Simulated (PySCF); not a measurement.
# Computed properties of Si(OMe)(SH) (CH4OSSi), SMILES CO[Si]S

CH4OSSi, SMILES [Si](S)OC (connectivity only; charge and spin as stated), neutral, multiplicity 1. The structure is a stationary point at ωB97X-D3(BJ)/def2-SVP. The values are those of a single conformer. All values are computed for the isolated molecule unless a solvent is named; none is compared with measurement here.

**Structure.** The optimised structure has Cs symmetry. All 18 harmonic modes at ωB97X-D3(BJ)/def2-SVP (PySCF) are real, so it is a minimum. With heavy atoms numbered as in [Si:1]([O:2][CH3:3])[SH:7], the shortest bond between them is O2–C3 at 1.412 Å and the longest Si1–S7 at 2.143 Å.

**Vibrations.** The strongest infrared lines (harmonic, unscaled, degenerate partners summed) lie at 1162 cm⁻¹ (216 km/mol, O 36 %, C 33 %, H 29 %), 1227 cm⁻¹ (148 km/mol, H 46 %, O 29 %, C 23 %), 539 cm⁻¹ (86 km/mol, Si 56 %, S 33 %, H 9 %). The softest mode is at 122 cm⁻¹ and the zero-point energy is 33.3 kcal/mol.

**Electronic structure.** B3LYP/def2-TZVP (PySCF) places the frontier levels at -6.53 and -1.81 eV, a gap of 4.72 eV, and gives a dipole moment of 1.56 D and a mean polarisability of 66.0 bohr³.

**Excitations.** TDDFT-CAM-B3LYP/def2-SVPD (PySCF) has S1 at 4.06 eV (305 nm, f = 0.034, weak); the most intense of the 10 singlets computed lies at 6.81 eV (f = 0.30). T1 (TDA) is at 2.65 eV. No vertical singlet excitation falls in the visible range (under 3.1 eV).

**NMR.** GIAO shifts at PBE0/pcSseg-1 (PySCF) (non-relativistic, atoms alike by connectivity averaged): ¹³C at 59.8 ppm against TMS; ¹H from 3.3 to 4.4 ppm against TMS; ²⁹Si at 275.9 ppm against TMS.
